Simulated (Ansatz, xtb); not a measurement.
ClH3SeSi2+: which of two structures lies lower

Structure a is a doublet given by its coordinates and structure b is the doublet with the links of `[SiH3]/[Se+]=[Si]/Cl`. Both are isolated ions in the gas phase, relaxed with PBE0-D3(BJ)/pcseg-1.

a (Å):

| atom | x (Å) | y (Å) | z (Å) |
| --- | --- | --- | --- |
| Cl | -2.3947 | -0.4810 | -1.7023 |
| Se | -0.2870 | 1.6286 | -3.7599 |
| Si | -0.1995 | 1.8215 | 0.1422 |
| Si | -1.0805 | 1.0263 | -1.7886 |
| H | -0.9746 | 1.5154 | 1.3656 |
| H | 0.5929 | 3.0650 | 0.0066 |
| H | -1.1172 | 0.6292 | -4.4673 |

Close contacts (Å): Cl1–Si4 2.00, Se2–Si4 2.21, Si3–Si4 2.27, Se2–H7 1.48, Si3–H5 1.48, Si3–H6 1.48.

b (Å):

```json
{"atom": "Cl", "x (Å)": "-4.8589", "y (Å)": "0.2824", "z (Å)": "4.2927"}
{"atom": "Se", "x (Å)": "-2.6206", "y (Å)": "1.4726", "z (Å)": "1.7227"}
{"atom": "Si", "x (Å)": "-0.6587", "y (Å)": "0.3600", "z (Å)": "0.8778"}
{"atom": "Si", "x (Å)": "-3.2282", "y (Å)": "-0.0257", "z (Å)": "3.1869"}
{"atom": "H", "x (Å)": "0.4152", "y (Å)": "1.3291", "z (Å)": "1.1882"}
{"atom": "H", "x (Å)": "-0.9776", "y (Å)": "0.1994", "z (Å)": "-0.5579"}
{"atom": "H", "x (Å)": "-0.5744", "y (Å)": "-0.9124", "z (Å)": "1.6339"}
```

Task: Estimate E(b) − E(a) at the level CCSD(T)/def2-SVP + ΔMP2/def2-TZVPP.

Result: Calculated at CCSD(T)/def2-SVP + ΔMP2/def2-TZVPP: E(b) − E(a) = −9.0 kcal/mol, so structure b lies lower.

Level by level:

| level | geometry | E(b) − E(a) (kcal/mol) | departure from the last row (kcal/mol) | job, with rough time for the two |
| --- | --- | --- | --- | --- |
| GFN2-xTB | GFN2-xTB | −21.6 | −12.5 | optimisation, 0.25 s |
| HF/STO-3G | GFN2-xTB | −25.8 | −16.8 | single point, 0.92 s |
| r2SCAN-D4/def2-SVP | GFN2-xTB | −5.7 | +3.4 | single point, 4.4 s |
| PBE0-D3(BJ)/pcseg-1 | PBE0-D3(BJ)/pcseg-1 | −5.8 | +3.3 | optimisation, 2.4 min |
| HF/def2-SVP | PBE0-D3(BJ)/pcseg-1 | −9.8 | −0.8 | part of the CCSD(T) run |
| MP2/def2-SVP | PBE0-D3(BJ)/pcseg-1 | −9.4 | −0.4 | part of the CCSD(T) run |
| CCSD(T)/def2-SVP | PBE0-D3(BJ)/pcseg-1 | −8.6 | +0.4 | single point |
| CCSD(T)/def2-SVP + ΔMP2/def2-TZVPP | PBE0-D3(BJ)/pcseg-1 | −9.0 |  | single point, 42 s |

The levels shown agree on the order. The largest departure from CCSD(T)/def2-SVP + ΔMP2/def2-TZVPP is that of HF/STO-3G, 16.8 kcal/mol. The last row adds to CCSD(T) the change of the MP2 difference between the two basis sets, here −0.4 kcal/mol.

With harmonic frequencies from PBE0-D3(BJ)/pcseg-1 (ideal gas, rigid rotor, one conformer each, 298.15 K, 1 atm): on the last row, ΔE + ΔZPE = −7.8 kcal/mol. A mode under 50 cm⁻¹ makes harmonic enthalpies and free energies unreliable, so none is given.

Open shells are spin-unrestricted. The correlated steps freeze 24 core orbitals; the filled d shell of Se is correlated, in a basis made for valence electrons. Run with Ansatz 0.2.0, xtb 6.7.1; the last row on 2 threads of Intel(R) Xeon(R) 6975P-C (Granite Rapids) on a shared host.
